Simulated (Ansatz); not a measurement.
C2H8O3SeZr (`C[O][Zr]([OH])([SeH])[O]C`). Charge 0, multiplicity 1. Zr: def2 effective core potential. The structure was optimised at the PBE0-D4/def2-TZVP level. It is one conformer, not always the lowest.

```xyz
15

C    -2.901    0.511    0.033
O    -1.523    0.693    0.031
Zr    0.374    0.747   -0.127
O     0.967    1.513   -1.784
Se    1.137    2.241    1.894
O     1.116   -1.000    0.067
C     1.643   -2.275    0.224
H    -3.359    1.126    0.814
H    -3.330    0.802   -0.932
H    -3.153   -0.537    0.225
H     1.141    1.856   -2.655
H     2.525    2.202    1.406
H     2.318   -2.517   -0.604
H     2.205   -2.341    1.161
H     0.843   -3.022    0.248
```

What is the dipole moment at r2SCAN/def2-TZVPP? (An estimate is asked.)

Ansatz gave: 3.76 D, with components (-1.05, -2.26, -2.82) D in this frame, pointing from negative to positive charge.

And with PBE, B3LYP, ωB97M-V? (An estimate is asked.)

The calculation gave: PBE 3.67 D, B3LYP 3.71 D, ωB97M-V 3.84 D.

Give the Mulliken charges with r2SCAN, PBE, B3LYP in def2-TZVPP. (Estimate.)

Computed: 
| atom | r2SCAN | PBE | B3LYP |
| --- | --- | --- | --- |
| C1 | 0.01 | -0.14 | -0.12 |
| O2 | -0.48 | -0.41 | -0.49 |
| Zr3 | 1.25 | 1.09 | 1.27 |
| O4 | -0.54 | -0.48 | -0.53 |
| Se5 | -0.35 | -0.33 | -0.34 |
| O6 | -0.49 | -0.41 | -0.50 |
| C7 | 0.01 | -0.14 | -0.11 |
| H8 | 0.06 | 0.11 | 0.11 |
| H9 | 0.06 | 0.10 | 0.10 |
| H10 | 0.05 | 0.10 | 0.10 |
| H11 | 0.19 | 0.18 | 0.18 |
| H12 | 0.06 | 0.05 | 0.04 |
| H13 | 0.05 | 0.10 | 0.10 |
| H14 | 0.06 | 0.10 | 0.10 |
| H15 | 0.05 | 0.09 | 0.09 |

B3LYP here is the variant with VWN-RPA as its local correlation; programs differ in this.
